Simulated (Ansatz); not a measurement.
`CC/C=C/C(C)(C)C` → `CCC1CCCCC1`  (isomerisation)

Gas-phase electronic energies from Ansatz, PBE0-D4/def2-TZVP geometries. CBS: MP2 limit from def2 TZ/QZ plus the TZ coupled-cluster correction, frozen cores. Functionals use def2-TZVPP. B3LYP here is the variant with VWN-RPA as its local correlation; programs differ in this. One conformer a species, not always the lowest.

```
             level  ΔE (kJ/mol)  difference from CCSD(T)/CBS
            PBE-D4        -73.5                         -0.8
           ωB97M-V        -76.5                         -3.8
               PBE        -69.8                          2.9
            r2SCAN        -72.9                         -0.2
             B3LYP        -56.6                         16.1
SCS-MP2/def2-TZVPP        -71.4                          1.3
   CCSD/def2-TZVPP        -75.1                         -2.4
CCSD(T)/def2-TZVPP        -72.2                          0.5
SCS-MP2/def2-QZVPP        -71.7                          1.0
      HF/CBS(def2)        -62.6                         10.1
       CCSD(T)/CBS        -72.7                            0
```

Largest T1 diagnostic among the species: 0.009.

In def2-TZVPP, CCSD(T) changes the Hartree–Fock value by −9.2 kJ/mol (the triples alone add +2.8 kJ/mol) and MP2 by −13.7 kJ/mol. From PBE to PBE0 (25 % exact exchange), in def2-TZVPP and without D4, ΔE moves by −13.8 kJ/mol. The D4 term adds −6.0 kJ/mol with B3LYP and −3.1 kJ/mol with PBE0; it sums over pairs of atoms, weighted by their polarisabilities, and B3LYP, whose exchange is more repulsive, gets the larger term.
